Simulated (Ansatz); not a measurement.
Reaction (ligand exchange at a B–N bond): `BN(C)[SiH2]N` + `S[CH2][GeH3]` → `BS[CH2][GeH3]` + `CN[SiH2]N`

Gas-phase electronic energies from Ansatz, PBE0-D4/def2-TZVP geometries. CBS: MP2 limit from def2 TZ/QZ plus the TZ coupled-cluster correction, frozen cores. Functionals use def2-TZVPP. For Ge outer-core shells are correlated without core-valence functions, which leaves a few kJ/mol of doubt a bond. Scalar relativity is left out up to krypton. Each species was taken in one conformer, which may not be the lowest.

(1) Is it downhill or uphill in electronic energy at CCSD(T)/CBS, and by how much? (Estimate.)

(2) What do these levels give: ωB97M-V, B2PLYP, PBE0, HF/def2-TZVPP, CCSD(T)/def2-TZVPP, SCS-MP2/def2-QZVPP? (Best estimate.)

Largest T1 diagnostic among the species: 0.013.

Results:

(1) Ansatz gave: Uphill: ΔE = +34.7 kJ/mol.

(2) Computed: ωB97M-V 37.5, B2PLYP 34.9, PBE0 29.7, HF/def2-TZVPP 36.9, CCSD(T)/def2-TZVPP 37.9, SCS-MP2/def2-QZVPP 36.4 kJ/mol.
